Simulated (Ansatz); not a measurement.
Reaction (formal exchange of groups at a C–Zn bond): `Cl[CH2][ZnH]` + `CC(F)F` → `CC(F)(F)CCl` + `[ZnH2]`

Isolated molecules relaxed with PBE0-D4/def2-TZVP in Ansatz; ΔE leaves out vibrations. CBS: MP2 limit from def2 TZ/QZ plus the TZ coupled-cluster correction, frozen cores. Functionals use def2-TZVPP. B3LYP here is the variant with VWN-RPA as its local correlation; programs differ in this. For Zn outer-core shells are correlated without core-valence functions, which leaves a few kJ/mol of doubt a bond. Scalar relativity is left out up to krypton. Each species was taken in one conformer, which may not be the lowest.

```csv
level,ΔE (kJ/mol),difference from CCSD(T)/CBS
PBE-D4,7.8,0.7
r2SCAN-D4,3.1,-4.0
PBE0-D4,4.5,-2.6
B3LYP-D4,6.1,-1.0
ωB97X-V,-0.5,-7.6
ωB97M-V,0.0,-7.1
B2PLYP,10.4,3.3
PBE,12.7,5.6
r2SCAN,4.6,-2.5
PBE0,8.7,1.6
B3LYP,13.6,6.5
HF/def2-TZVPP,3.4,-3.7
MP2/def2-TZVPP,6.8,-0.3
SCS-MP2/def2-TZVPP,6.3,-0.8
CCSD/def2-TZVPP,3.7,-3.4
CCSD(T)/def2-TZVPP,3.1,-4.0
HF/def2-QZVPP,4.7,-2.4
MP2/def2-QZVPP,9.5,2.4
SCS-MP2/def2-QZVPP,8.9,1.8
HF/CBS(def2),4.9,-2.2
MP2/CBS(def2),10.8,3.7
CCSD/CBS(def2),7.7,0.6
CCSD(T)/CBS,7.1,0
```

Largest T1 diagnostic among the species: 0.016.

The D4 term adds −7.5 kJ/mol with B3LYP and −4.3 kJ/mol with PBE0; it sums over pairs of atoms, weighted by their polarisabilities, and B3LYP, whose exchange is more repulsive, gets the larger term. From PBE to PBE0 (25 % exact exchange), in def2-TZVPP and without D4, ΔE moves by −4.0 kJ/mol.
